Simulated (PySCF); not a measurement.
Ge(I)(OMe) (CH3GeIO), SMILES C[O][Ge][I] (connectivity only; charge and spin as stated), neutral, multiplicity 1.

Coordinates come from a B3LYP-D3(BJ)/def2-SVP optimisation. The structure was generated by enumeration; whether it is a known compound was not checked. The def2 effective core potentials stand for the cores of I; spin–orbit coupling is left out. Other conformers were not sampled.

Two levels are set side by side: PBE/def2-TZVP (PySCF) and M06-2X/def2-TZVP (PySCF). Same geometry, gas phase. Differences are taken from unrounded values.

```tsv
quantity	M06-2X
orbital gap (eV)	6.67
highest occupied level (eV)	-8.33
lowest empty level (eV)	-1.67
dipole moment (D)	1.73
mean polarisability (bohr³)	79.8
```

### Question
What does PBE give, and how far is it from M06-2X? (An estimate is asked for; the answer gives what the named calculation found.)

### Answer

| quantity | PBE | PBE minus M06-2X |
|---|---|---|
| orbital gap (eV) | 3.07 | -3.59 |
| highest occupied level (eV) | -6.25 | 2.08 |
| lowest empty level (eV) | -3.18 | -1.52 |
| dipole moment (D) | 1.62 | -0.11 |
| mean polarisability (bohr³) | 84.5 | 4.7 |

Without exact exchange PBE keeps part of each electron's self-repulsion, which lifts occupied levels and narrows the gap. PBE's more diffuse valence density responds more strongly to a field. Differences between two approximate levels are no errors against the true value.

Rough cost on one machine, each run with all the roots and properties that it gave: M06-2X against PBE about 4 times.
